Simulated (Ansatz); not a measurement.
`[O]=[Mo]([F])([Cl])([Cl])[Cl]` + CH₃OH → `C[O][Mo](=[O])([Cl])([Cl])[Cl]` + H–F at 600 K and 1 bar (ligand exchange at a Mo–F bond).

Calculated with Ansatz (gas phase, PBE0-D4/def2-TZVP geometries, no zero-point term in ΔE). CCSD(T)/CBS adds triple-zeta CCSD(T) − MP2 to the extrapolated MP2 energy (def2 sets, frozen cores). This one scheme is used for every species. Elements past krypton have def2 core potentials. For Mo outer-core shells are correlated without core-valence functions, which leaves a few kJ/mol of doubt a bond. Each species was taken in one conformer, which may not be the lowest.

```json
{"species": "`[O]=[Mo]([F])([Cl])([Cl])[Cl]`", "CCSD(T)/CBS energy (Eh)": "-1622.61548", "H − E (kJ/mol)": "85.4", "S (J/(mol·K))": "466.7"}
{"species": "CH₃OH", "CCSD(T)/CBS energy (Eh)": "-115.61712", "H − E (kJ/mol)": "163.6", "S (J/(mol·K))": "277.3"}
{"species": "`C[O][Mo](=[O])([Cl])([Cl])[Cl]`", "CCSD(T)/CBS energy (Eh)": "-1637.85044", "H − E (kJ/mol)": "207.0", "S (J/(mol·K))": "536.5"}
{"species": "H–F", "CCSD(T)/CBS energy (Eh)": "-100.39570", "H − E (kJ/mol)": "42.3", "S (J/(mol·K))": "194.0"}
```

H − E and S are ideal-gas, rigid-rotor, harmonic terms from PBE0-D4/def2-TZVP, for one conformer and one mirror image of each species. 1 Eh = 2625.50 kJ/mol, R = 8.31446 J/(mol·K).

**Question.** By hand: ΔE, ΔH, ΔS and ΔG.

**Answer.** ΔE = (-1637.85044) + (-100.39570) − (-1622.61548) − (-115.61712) = -0.01354 Eh = -35.5 kJ/mol. Δ(H − E) = 207.0 + 42.3 − 85.4 − 163.6 = 0.3, so ΔH = -35.2 kJ/mol. ΔS = 536.5 + 194.0 − 466.7 − 277.3 = -13.5 J/(mol·K). ΔG = -35.2 − 600 × (-13.5)/1000 = -27.1 kJ/mol.

**Question.** By hand: the equilibrium constant, and the temperature at which ΔG would vanish if ΔH and ΔS stayed fixed.

**Answer.** log₁₀ K = −ΔG/(RT ln 10) = 2.4. ΔG = 0 at ΔH/ΔS = 2607 K, far beyond where these terms or the molecules hold.

The number of gas molecules stays the same, so ΔS is small and ΔH decides. A doubt of 5 kJ/mol in ΔE shifts log₁₀ K by 0.4 here. Other conformers and mirror images would add mixing entropy, several J/(mol·K) or more a flexible species. Modes under 60 cm⁻¹, often nearly free rotors, make the harmonic entropy too high. These are equilibria of isolated gas molecules and say nothing of rates. Largest T1 diagnostic: 0.025 (customary marks: 0.02 for closed shells, 0.045 for open ones).
